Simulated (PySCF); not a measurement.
Work out the structure from these simulated measurements.

Elements present: C, H and N. Monoisotopic mass: 103.0422 u.

* 13C NMR: chemical shifts (computed TMS as zero) by class: 140.0 (2 C), 137.7 (1 C), 134.5 (2 C), 124.5 (1 C), 117.8 (1 C) ppm [GIAO PBE0/pcSseg-1]
* Dipole: 4.71 D [wB97X-D/def2-SVPD]
* Couplings: largest of the computed one-bond spin–spin couplings (means over like bonds): 13C–1H +170.9 (×2), 13C–1H +167.5 (×2), 13C–1H +166.4, 13C–13C +93.7, 13C–13C +64.6 (×2), 13C–13C +62.6 (×2), 13C–13C +61.4 (×2), 15N–13C -22.6 Hz [B3LYP/pcJ-1, spin–dipole term left out for some pairs]
* UV, strongest line: among the 8 lowest singlet transitions: S5 at 6.95 eV (178 nm, f = 0.600) [TDDFT wB97X-D/def2-SVPD]
* Polarisability: 83.0 au [wB97X-D/def2-SVPD]
* Rotational structure: rotational constants A, B, C: 5.726, 1.576, 1.236 GHz [GFN2-xTB]
* UV, first state: lowest singlet excitation: 5.32 eV (233 nm, f = 0.007) [TDDFT wB97X-D/def2-SVPD]
* NMR, other nuclei: isotropic shieldings of nuclei other than C and H, by class: -49 (1 N) ppm [GIAO PBE0/pcSseg-1]
* 1H NMR: chemical shifts (computed TMS as zero) by class: 8.00 (2 H), 7.84 (1 H), 7.78 (2 H) ppm [GIAO PBE0/pcSseg-1]

Electronic properties: PySCF, gas phase, density fitting. Levels stand in brackets. Isolated species at its GFN2-xTB geometry, gas phase. NMR values are class means; diastereotopic atoms form classes of their own.

Q: Which formula fits the mass and the elements?

A: C7H5N (calculated 103.0422). No other formula that holds each of these elements comes within 0.0003 u with a fitting electron parity and a possible valence count.

Q: What is the compound? Reason from the data.

A: Numbering: `[N:1]#[C:2][c:3]1[cH:4][cH:5][cH:6][cH:7][cH:8]1`. Its formula, C7H5N, gives 6 degrees of unsaturation: 1 ring and 5 π bonds in the structure found (Kekulé form). 7 carbons fall into 5 classes; from least to most shielded: aromatic CH carbon [C4/C8] (140.0 ppm, 2 C), aromatic CH carbon [C6] (137.7 ppm), aromatic CH carbon [C5/C7] (134.5 ppm, 2 C), nitrile carbon [C2] (124.5 ppm), substituted aromatic carbon [C3] (117.8 ppm). Hydrogen classes from least to most shielded: 2 H on the ortho carbons, C4/C8 (8.00 ppm), 1 H on the para carbon, C6 (7.84 ppm), 2 H on the meta carbons, C5/C7 (7.78 ppm). The other shieldings belong to: -49 ppm, nitrile nitrogen [N1]. The couplings run between: +170.9 Hz, aromatic CH carbon [C4] and its hydrogen (with 1 like pair); +167.5 Hz, aromatic CH carbon [C5] and its hydrogen (with 1 like pair); +166.4 Hz, aromatic CH carbon [C6] and its hydrogen; +93.7 Hz, nitrile carbon [C2] and substituted aromatic carbon [C3]; +64.6 Hz, substituted aromatic carbon [C3] and aromatic CH carbon [C4] (with 1 like pair); +62.6 Hz, aromatic CH carbon [C4] and aromatic CH carbon [C5] (with 1 like pair); +61.4 Hz, aromatic CH carbon [C5] and aromatic CH carbon [C6] (with 1 like pair); -22.6 Hz, nitrile nitrogen [N1] and nitrile carbon [C2]. The optimised geometry has point group C2v and is an asymmetric top. Structure: benzonitrile (`N#Cc1ccccc1`). Computed isomers that give other values at the same levels: `[C-]#[N+]c1ccccc1` (smallest rotational constant: 1.292 GHz; this holds for the one conformer computed); `C#Cc1cccnc1` (13C chemical shifts (computed TMS as zero) by class: 160.6 (1 C), 154.8 (1 C), 146.8 (1 C), 127.6 (1 C), 122.9 (1 C), 91.3 (1 C), 86.4 (1 C) ppm); `C#C/C=C(/C#N)C=C` (13C chemical shifts (computed TMS as zero) by class: 138.6 (1 C), 133.9 (1 C), 132.4 (1 C), 129.3 (1 C), 121.9 (1 C), 108.6 (1 C), 83.5 (1 C) ppm). The assignments are read from this structure; whether some other isomer fits the data as well wasn't checked.
